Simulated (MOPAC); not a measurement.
MOPAC input (PM3):

```
PM3 1SCF CHARGE=-1 GEO-OK AUX(PRECISION=9) THREADS=1
H5BN

B    -0.96835656 1    0.06020399 1   -0.08290159 1
N     0.62979045 1   -0.10333295 1   -0.00929991 1
H    -1.26015208 1    1.19350843 1   -0.42878227 1
H    -1.46944059 1   -0.21032217 1    0.99639791 1
H     0.81895399 1   -1.07746645 1    0.19117144 1
H     1.35798315 1    0.47421006 1    0.66652686 1
H     0.98590517 1    0.04238085 1   -0.94570660 1
```

Output:

```
 *******************************************************************************
 **                                                                           **
 **                              MOPAC v23.2.5                                **
 **                                                                           **
 *******************************************************************************
 ** MOPAC's Digital Object Identifier: https://doi.org/10.5281/zenodo.6511958 **
 **                                                                           **
 ** Please cite the open-source release paper for use of this MOPAC version:  **
 ** J. E. Moussa and J. J. P. Stewart (2026)                                  **
 ** MOPAC: An open-source semiempirical molecular orbital program             **
 ** J. Open Source Softw., 11(119), 8025, https://doi.org/10.21105/joss.08025 **
 *******************************************************************************

                              PM3 CALCULATION RESULTS

 *******************************************************************************
 *  PM3        - The PM3 Hamiltonian to be used
 *  GEO-OK     - OVERRIDE INTERATOMIC DISTANCE AND OTHER SAFETY CHECKS
 *
 *
 *
 *                 CHARGE ON SYSTEM = -1
 *
 *
 *
 *  1SCF       - DO 1 SCF AND THEN STOP
 *  AUX        - OUTPUT AUXILIARY INFORMATION
 *******************************************************************************
PM3 1SCF CHARGE=-1 GEO-OK AUX(PRECISION=9) THREADS=1
 H5BN

   ATOM   CHEMICAL          X               Y               Z
  NUMBER   SYMBOL      (ANGSTROMS)     (ANGSTROMS)     (ANGSTROMS)

     1       B         -0.96835656  *   0.06020399  *  -0.08290159  *
     2       N          0.62979045  *  -0.10333295  *  -0.00929991  *
     3       H         -1.26015208  *   1.19350843  *  -0.42878227  *
     4       H         -1.46944059  *  -0.21032217  *   0.99639791  *
     5       H          0.81895399  *  -1.07746645  *   0.19117144  *
     6       H          1.35798315  *   0.47421006  *   0.66652686  *
     7       H          0.98590517  *   0.04238085  *  -0.94570660  *

          CARTESIAN COORDINATES

    NO.       ATOM           X           Y           Z

     1         B         -0.9684      0.0602     -0.0829
     2         N          0.6298     -0.1033     -0.0093
     3         H         -1.2602      1.1935     -0.4288
     4         H         -1.4694     -0.2103      0.9964
     5         H          0.8190     -1.0775      0.1912
     6         H          1.3580      0.4742      0.6665
     7         H          0.9859      0.0424     -0.9457

  H: (PM3): J. J. P. STEWART, J. COMP. CHEM. 10, 209 (1989).
  B: (PM3): J. J. P. STEWART, J. MOL. MOD., 10, 155-164 (2004)
  N: (PM3): J. J. P. STEWART, J. COMP. CHEM. 10, 209 (1989).

           Empirical Formula: H5 N B  =     7 atoms

      MOLECULAR POINT GROUP   :   Cs

      RHF CALCULATION, NO. OF DOUBLY OCCUPIED LEVELS = 7

 -------------------------------------------------------------------------------
 PM3 1SCF CHARGE=-1 GEO-OK AUX(PRECISION=9) THREADS=1
 H5BN

     1SCF WAS SPECIFIED, SO BFGS WAS NOT USED
     SCF FIELD WAS ACHIEVED

                              PM3 CALCULATION
                                                       MOPAC v23.2.5 Linux

          FINAL HEAT OF FORMATION =         64.14465 KCAL/MOL =     268.38122 KJ/MOL

          COSMO AREA              =         76.01 SQUARE ANGSTROMS
          COSMO VOLUME            =         56.82 CUBIC ANGSTROMS

          IONIZATION POTENTIAL    =         -0.288245 EV
          HOMO LUMO ENERGIES (EV) =          0.288  8.012
          NO. OF FILLED LEVELS    =          7
          MOLECULAR WEIGHT        =         29.8562         POINT GROUP:  Cs

          MOLECULAR DIMENSIONS (Angstroms)

            Atom       Atom       Distance
            H     5    H     3     3.14076
            H     4    H     7     2.95672
            H     6    B     1     1.80591

          SCF CALCULATIONS        =          1

   ATOM   CHEMICAL          X               Y               Z
  NUMBER   SYMBOL      (ANGSTROMS)     (ANGSTROMS)     (ANGSTROMS)

     1       B         -0.96835656  *   0.06020399  *  -0.08290159  *
     2       N          0.62979045  *  -0.10333295  *  -0.00929991  *
     3       H         -1.26015208  *   1.19350843  *  -0.42878227  *
     4       H         -1.46944059  *  -0.21032217  *   0.99639791  *
     5       H          0.81895399  *  -1.07746645  *   0.19117144  *
     6       H          1.35798315  *   0.47421006  *   0.66652686  *
     7       H          0.98590517  *   0.04238085  *  -0.94570660  *

                             CARTESIAN COORDINATES

   1    B       -0.968356560     0.060203990    -0.082901590
   2    N        0.629790450    -0.103332950    -0.009299910
   3    H       -1.260152080     1.193508430    -0.428782270
   4    H       -1.469440590    -0.210322170     0.996397910
   5    H        0.818953990    -1.077466450     0.191171440
   6    H        1.357983150     0.474210060     0.666526860
   7    H        0.985905170     0.042380850    -0.945706600

           Empirical Formula: H5 N B  =     7 atoms

      MOLECULAR POINT GROUP   :   Cs

                  EIGENVALUES
 -24.20884 -10.72900 -10.63926  -9.64336  -5.98917  -3.34229   0.28825   8.01187
   9.45685   9.75417  12.56851  13.64176  15.58988

              NET ATOMIC CHARGES AND DIPOLE CONTRIBUTIONS

  ATOM NO.   TYPE          CHARGE      No. of ELECS.   s-Pop       p-Pop
    1          B          -0.800292        3.8003     1.02015     2.78014
    2          N           0.687284        4.3127     1.24197     3.07075
    3          H          -0.219115        1.2191     1.21912
    4          H          -0.219115        1.2191     1.21912
    5          H          -0.067280        1.0673     1.06728
    6          H          -0.314202        1.3142     1.31420
    7          H          -0.067280        1.0673     1.06728
 DIPOLE           X         Y         Z       TOTAL
 POINT-CHG.     5.847    -2.048    -1.159     6.303
 HYBRID         0.995     1.306     1.432     2.179
 SUM            6.842    -0.742     0.274     6.887

          ATOMIC ORBITAL ELECTRON POPULATIONS

     Atom    s        px        py        pz
    1  B   1.02015   0.57907   1.10906   1.09201
    2  N   1.24197   1.20050   0.94752   0.92273
    3  H   1.21912
    4  H   1.21912
    5  H   1.06728
    6  H   1.31420
    7  H   1.06728

 **********************
 *                    *
 * JOB ENDED NORMALLY *
 *                    *
 **********************

 == MOPAC DONE ==
```

The dipole moment of an ion depends on the origin.

The geometry given is a B3LYP-D3(BJ)/def2-TZVP minimum.
